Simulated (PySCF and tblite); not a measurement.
2-formyl-1-fluorobenzene, C7H5FO, numbered as in [O:1]=[CH:2][c:3]1[cH:4][cH:5][cH:6][cH:7][c:8]1[F:9].

Search: ETKDG and KDG, MMFF94s, GFN2-xTB, 90 starts; geometries at PBE0-D3(BJ)/def2-SVP. Weights use CAM-B3LYP-D3(BJ)/def2-TZVP (IEF-PCM, chloroform) energies plus GFN2-xTB zero-point and thermal terms (modes under about 100 cm⁻¹ blended into free rotors). Symmetry numbers and mirror images are counted. Conformers within 3 kcal/mol (GFN2-xTB free energy) were kept, 8 at most. Couplings: B3LYP/pcSseg-1 with pcJ-1 on H, F (gas phase; spin-dipole term only for pairs with B, N, F, Si or P). Couplings are for ¹⁹F, ¹H. Programs: PySCF with density fitting and tblite.

Torsions listed: O1–C2–C3–C4.

| conformer | shape | weight % |
| --- | --- | --- |
| 1 | 0° | 89.1 |
| 2 | -178° | 10.9 |

Give the couplings in each conformer and the averages at 298.15 K (pairs that fast motion interchanges averaged).


```csv
coupling,pairs,1,2,average (Hz)
"⁴J(H4,F9)",1,6.2,6.0,6.2
"⁵J(H5,F9)",1,-0.7,-0.9,-0.7
"⁴J(H6,F9)",1,4.8,4.2,4.8
"³J(H7,F9)",1,10.8,10.5,10.8
"⁵J(H2,H5)",1,0.8,-0.2,0.7
"³J(H4,H5)",1,8.7,8.4,8.7
"⁴J(H4,H6)",1,1.4,1.3,1.4
"³J(H5,H6)",1,8.1,8.2,8.1
"⁴J(H5,H7)",1,0.5,0.5,0.5
"³J(H6,H7)",1,9.3,9.2,9.3
```

Only couplings over up to 5 bonds are listed; longer-range ones, if any, are left out.

Computed couplings to fluorine can be off by tens of per cent at such levels.
